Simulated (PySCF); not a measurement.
## Working out the excitation energy of Ne²⁺

Ne²⁺ [He] 2s2 2p4 (3P) → Ne²⁺ [He] 2s2 2p3 3d1 (5D). Calculation: PySCF 2.14, in aug-cc-pCVTZ-DK (7s6p4d2f, 59 functions); scalar relativity by spin-free X2C-1e. Frozen: nothing. Energies in hartree (1 hartree = 27.21139 eV):

```csv
part,Ne²⁺ (lower),Ne²⁺ (upper)
UHF,-126.505434,-124.563575
MP2 opposite-spin,-0.163152,-0.128995
MP2 same-spin,-0.044719,-0.044740
```

What does Hartree-Fock give?

(-124.563575) − (-126.505434) = 1.941859 hartree = 52.841 eV.

What do MP2 and SCS-MP2 (6/5 opposite-spin, 1/3 same-spin) give?

The opposite-spin parts differ by 0.929 eV and the same-spin parts by -0.001 eV. MP2: 52.841 + (0.929) + (-0.001) = 53.769 eV. SCS-MP2: 52.841 + 1.2 × (0.929) + (-0.001)/3 = 53.955 eV.
